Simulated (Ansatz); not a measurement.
The cluster Ga₂Se₃. Total charge 0; singlet. Geometry r2SCAN-D4/def2-SVP.

```xyz
5

Ga    1.5067   -0.5045   -0.4479
Ga   -1.5985    0.4077   -0.0642
Se    3.2234   -0.6627    0.8035
Se   -2.8022    1.1073    1.5482
Se   -0.3294   -0.3478   -1.8396
```

HSE06 is defined as in plane-wave codes, on full-range PBE exchange. Another isomer (singlet) lies 0.13 eV lower at PBE0-D4/def2-TZVP; other spin states weren't run for this one.

Task: Estimate the orbital energies around the gap (eV) in Ansatz with PBE-D4/def2-TZVP, r2SCAN-D4/def2-TZVP, PBE0-D4/def2-TZVP, HSE06-D4/def2-TZVP, ωB97X-V/def2-TZVP.

Result: 
```csv
orbital,PBE-D4/def2-TZVP,r2SCAN-D4/def2-TZVP,PBE0-D4/def2-TZVP,HSE06-D4/def2-TZVP,ωB97X-V/def2-TZVP
HOMO−9,-16.53,-17.18,-18.52,-18.09,-21.40
HOMO−8,-11.08,-11.48,-12.41,-11.99,-14.91
HOMO−7,-10.67,-11.03,-11.94,-11.53,-14.39
HOMO−6,-8.35,-8.69,-9.40,-9.02,-11.57
HOMO−5,-8.35,-8.69,-9.39,-9.02,-11.49
HOMO−4,-7.88,-8.26,-9.15,-8.74,-11.46
HOMO−3,-6.40,-6.68,-7.41,-7.01,-9.56
HOMO−2,-6.25,-6.53,-7.28,-6.89,-9.46
HOMO−1,-6.18,-6.46,-7.18,-6.80,-9.31
HOMO,-6.13,-6.41,-7.15,-6.77,-9.30
LUMO,-3.52,-3.40,-2.81,-3.17,-0.99
LUMO+1,-3.31,-3.27,-2.73,-3.09,-0.92
LUMO+2,-2.95,-2.84,-2.15,-2.52,-0.16
LUMO+3,-2.31,-2.20,-1.66,-2.02,0.16
LUMO+4,-2.25,-2.14,-1.62,-1.98,0.16
LUMO+5,-1.27,-1.08,-0.53,-0.90,1.36
```
